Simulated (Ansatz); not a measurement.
Ansatz (a program for electronic structure) input (LC-wPBE/def2-TZVPD):

Ansatz 0.2 input:
```yaml
crystal:
  periodic: [false, false, false]
  atoms:
    - {symbol: F, position_ang: [0.05928714, -0.25567065, 1.56967896]}
    - {symbol: C, position_ang: [0.00934453, -0.04029747, 0.24740459]}
    - {symbol: Cl, position_ang: [1.52635449, -0.61849578, -0.47305828]}
    - {symbol: Cl, position_ang: [-1.37463458, -0.93498802, -0.41503778]}
    - {symbol: Cl, position_ang: [-0.18640528, 1.70306149, -0.03022972]}
basis:
  gaussian:
    orbitals: def2-TZVPD
hamiltonian:
  xc: {name: LC-wPBE}
output: {forces: true}
```

End of the output:

```
integrals: 0.23 GiB planned
1211 factors; their error is unknown
integrals: 0.27 GiB planned
374 factors; integrals over basis functions are off by at most 5.3e-5 eV
0.34 GiB of the device are held for the grids
1.59 GiB of device memory are held for the factors and their scratch space
mean field: 0.93 GiB planned
mean field evaluation 1: about -41308.5552 eV, gradient 3.9e1 eV
mean field evaluation 2: about -41307.4321 eV, gradient 5.2e1 eV
mean field evaluation 4: about -41311.6408 eV, gradient 1.1e0 eV
mean field evaluation 8: about -41311.6572 eV, gradient 3.4e-2 eV
mean field evaluation 16: about -41311.6382 eV, gradient 1.4e-5 eV
mean field -41311.63817942 eV, -1518.1747010595 hartree, gradient 1.4e-5 eV, S^2 0.000000; 0 other end points of the search recorded, 0 dependent functions left out
the calculation of the forces begins
reference -41311.63817943 eV, -1518.1747010598 hartree; 33, 33 occupied and 182, 182 virtual orbitals, 1211 factors
Total energy: -41311.63817943 eV, -1518.1747010598 hartree
Atom 0 at     0.059287    -0.255671     1.569679 Å, force    -0.014117     0.061115    -0.375000 eV/Å
Atom 1 at     0.009345    -0.040297     0.247405 Å, force    -0.010321     0.043757    -0.269319 eV/Å
Atom 2 at     1.526354    -0.618496    -0.473058 Å, force    -0.669973     0.259721     0.288385 eV/Å
Atom 3 at    -1.374635    -0.934988    -0.415038 Å, force     0.609192     0.399311     0.262802 eV/Å
Atom 4 at    -0.186405     1.703061    -0.030230 Å, force     0.085220    -0.763904     0.093132 eV/Å
Dipole moment:    -0.003092     0.013328    -0.081834 e Å
```
